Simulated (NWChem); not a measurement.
Everything below was run with NWChem. System: ClSi (+1), charge 1, spin multiplicity 1, at a geometry optimised with PBE/def2-SVP. The structure started from a generated list of species. Level: evGW0@PBE/def2-TZVPD, RI basis def2-tzvpd-rifit, 6 cycles.

The NWChem input:

```
start mol
memory heap 200 mb stack 700 mb global 1700 mb
charge 1
geometry units angstroms nocenter noautoz
  Si     0.000000     0.000000     1.093417
  Cl     0.000000     0.000000    -0.900461
  symmetry group C2v
end
basis spherical
  * library def2-tzvpd
end
basis "ri basis" bse spherical
  * library def2-tzvpd-rifit
end
dft
  xc xpbe96 cpbe96
  iterations 100
  direct
  tolerances tight
end
task dft energy
gw
  evgw0 6
  states alpha occ -1 vir -1
end
task dft gw
```

Output (cleaned and shortened):

```
             Northwest Computational Chemistry Package (NWChem) 7.3.0
             --------------------------------------------------------

                                NWChem Input Module
                                -------------------

 Scaling coordinates for geometry "geometry" by  1.889725989
 (inverse scale =  0.529177249)

 Turning off AUTOSYM since
 SYMMETRY directive was detected!

                             Geometry "geometry" -> ""
                             -------------------------

 Output coordinates in angstroms (scale by  1.889725989 to convert to a.u.)

  No.       Tag          Charge          X              Y              Z
 ---- ---------------- ---------- -------------- -------------- --------------
    1 Si                  14.0000     0.00000000     0.00000000     1.09341700
    2 Cl                  17.0000     0.00000000     0.00000000    -0.90046100

 Effective nuclear repulsion energy (a.u.)      63.1654420491

            Nuclear Dipole moment (a.u.)
            ----------------------------
        X                 Y               Z
 ---------------- ---------------- ----------------
     0.0000000000     0.0000000000     0.0000018897

      Symmetry information
      --------------------

 Group name             C2v
 Group number             16
 Group order               4
 No. of unique centers     2

      Symmetry unique atoms

     1    2


 Summary of "ao basis" -> "" (spherical)
 ------------------------------------------------------------------------------
       Tag                 Description            Shells   Functions and Types
 ---------------- ------------------------------  ------  ---------------------
 *                         def2-tzvpd                 on all atoms

 new library libraries.bse/

 Summary of "ri basis" -> "" (spherical)
 ------------------------------------------------------------------------------
       Tag                 Description            Shells   Functions and Types
 ---------------- ------------------------------  ------  ---------------------
 *                      def2-tzvpd-rifit              on all atoms
[...]
@GW        12        -22.896           0.000
@GW        13        -19.211           0.000
@GW        14        -19.211           0.000
@GW        15        -18.616           0.000
@GW        16         -7.206           0.000
@GW        17         -7.208           0.000
@GW        18         -3.771           0.000
@GW        19         -2.497           0.000
@GW        20         -0.764           0.000
@GW        21         -0.765           0.000
@GW        22         -0.776           0.000
@GW        23         -0.777           0.000
@GW        24         -1.123           0.000
@GW        25         -0.818           0.000
@GW        26         -0.818           0.000
@GW        27         -0.315           0.000
@GW        28          1.989           0.000
@GW        29          1.990           0.000
@GW        30          2.418           0.000
@GW        31          2.418           0.000
@GW        32          1.440           0.000
@GW        33          2.421           0.000
@GW        34          3.297           0.000
@GW        35          3.285           0.000
@GW        36          4.352           0.000
@GW        37          4.352           0.000
@GW        38          4.982           0.000
@GW        39          7.146           0.000
@GW        40          7.146           0.000
@GW        41          7.956           0.000
@GW        42          8.684           0.000
@GW        43         11.595           0.000
@GW        44         11.612           0.000
@GW        45         12.273           0.000
@GW        46         12.274           0.000
@GW        47         13.027           0.000
@GW        48         13.023           0.000
@GW        49         14.091           0.000
@GW        50         16.786           0.000
@GW        51         25.181           0.000
@GW        52         25.181           0.000
@GW        53         25.872           0.000
@GW        54         25.872           0.000
@GW        55         25.782           0.000
@GW        56         25.778           0.000
@GW        57         25.776           0.000
@GW        58         26.691           0.000
@GW        59         26.691           0.000
@GW        60         31.297           0.000
@GW        61         30.838           0.000
@GW        62         30.833           0.000
@GW        63         33.332           0.000
@GW        64         34.324           0.000
@GW        65         34.323           0.000
@GW        66         43.703           0.000
@GW        67         51.296           0.000
@GW        68         51.291           0.000
@GW        69         51.735           0.000
@GW        70         51.735           0.000
@GW        71         52.800           0.000
@GW        72         57.480           0.000
@GW        73         57.481           0.000
@GW        74         59.936           0.000
@GW        75         58.961           0.000
@GW        76         61.479           0.000
@GW        77         61.482           0.000
@GW        78         66.127           0.000
@GW        79         68.867           0.000
@GW        80         68.864           0.000
@GW        81         78.659           0.000
@GW        82        167.834           0.000
@GW        83        165.434           0.000
@GW        84        174.631           0.000
@GW        85        270.723           0.000
@GW        86        300.631           0.000
@GW        87        297.308           0.000
@GW        88        312.046           0.000
@GW        89        689.228           0.000

     GW Timing Statistics
   ------------------------
   Init.   :          0.1s
     ERIs  :          0.8s
     Distr.:          0.0s
     Vxc   :          0.1s
   Sigma_x :          0.0s
   RPA     :          0.4s
   Wmn     :          1.9s
   Sigma_c :          2.0s
   GW total:          5.6s

 Task  times  cpu:        5.6s     wall:        5.6s

 Total times  cpu:       17.2s     wall:       17.2s
```
